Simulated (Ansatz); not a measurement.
Gas-phase electronic energies from Ansatz, PBE0-D4/def2-TZVP geometries. CCSD(T)/CBS adds triple-zeta CCSD(T) − MP2 to the extrapolated MP2 energy (def2 sets, frozen cores). This one scheme is used for every species. DFT in def2-TZVPP. B3LYP here is the variant with VWN-RPA as its local correlation; programs differ in this. HSE06 is defined as in plane-wave codes. def2 core potentials past Kr. For Te outer-core shells are correlated without core-valence functions, which leaves a few kJ/mol of doubt a bond.

`FB1CS1` + H₂Te → `[TeH]B1CS1` + H–F  (ligand exchange at a B–F bond)

`FB1CS1`:

Cartesian coordinates in Å:
```
F -0.872 -0.063 -1.929
B -0.557 0.067 -0.667
C 0.527 -0.110 0.387
S -1.173 0.575 0.882
H 1.331 0.611 0.504
H 0.744 -1.080 0.824
```

H₂Te:

Cartesian coordinates in Å:
```
Te 0.466 -0.619 -0.067
H -0.771 -0.194 0.949
H 0.305 0.813 -0.882
```

`[TeH]B1CS1`:

Cartesian coordinates in Å:
```
Te 2.032 1.141 -0.635
B 0.133 0.249 -0.537
C -0.921 -0.512 0.273
S -1.299 -0.064 -1.490
H 2.412 0.762 0.934
H -0.821 -1.579 0.450
H -1.536 0.002 1.005
```

H–F:

Cartesian coordinates in Å:
```
F 0.046 -0.315 -0.332
H -0.046 0.315 0.332
```

```csv
level,ΔE (kcal/mol),difference from CCSD(T)/CBS
LDA (SPW92),13.1,3.5
PBE-D4,11.1,1.5
revPBE-D4,10.3,0.7
BLYP-D4,14.2,4.6
r2SCAN-D4,13.3,3.7
B97M-V,16.3,6.7
PBE0-D4,11.2,1.6
B3LYP-D4,14.2,4.6
r2SCANh-D4,13.1,3.5
HSE06-D4,11.1,1.5
BHLYP-D4,14.7,5.1
CAM-B3LYP-D4,16.3,6.7
ωB97X-V,14.3,4.7
ωB97M-V,14.6,5.0
B2PLYP,14.0,4.4
PBE-QIDH,10.7,1.1
PBE,12.6,3.0
revPBE,12.6,3.0
BLYP,17.0,7.4
r2SCAN,13.6,4.0
PBE0,12.5,2.9
B3LYP,16.6,7.0
r2SCANh,13.5,3.9
r2SCAN0,13.4,3.8
HSE06,12.4,2.8
CAM-B3LYP,17.8,8.2
LC-ωPBE,14.1,4.5
RPA@PBE/def2-TZVPP,11.7,2.1
MP2/def2-SVP,15.4,5.8
CCSD(T)/def2-SVP,17.3,7.7
HF/def2-TZVPP,19.7,10.1
MP2/def2-TZVPP,8.0,-1.6
SCS-MP2/def2-TZVPP,10.8,1.2
CCSD/def2-TZVPP,12.9,3.3
CCSD(T)/def2-TZVPP,11.5,1.9
HF/def2-QZVPP,19.8,10.2
MP2/def2-QZVPP,7.0,-2.6
SCS-MP2/def2-QZVPP,9.9,0.3
HF/CBS(def2),19.9,10.3
MP2/CBS(def2),6.2,-3.4
CCSD(T)/CBS,9.6,0
```

Largest T1 diagnostic among the species: 0.014.

Leaving LDA and LC-ωPBE aside and taking each functional with its dispersion term where it has one, the values spread over 6.0 kcal/mol, from revPBE-D4 to CAM-B3LYP-D4. In def2-TZVPP, CCSD(T) changes the Hartree–Fock value by −8.2 kcal/mol (the triples alone add −1.4 kcal/mol) and MP2 by −11.6 kcal/mol.
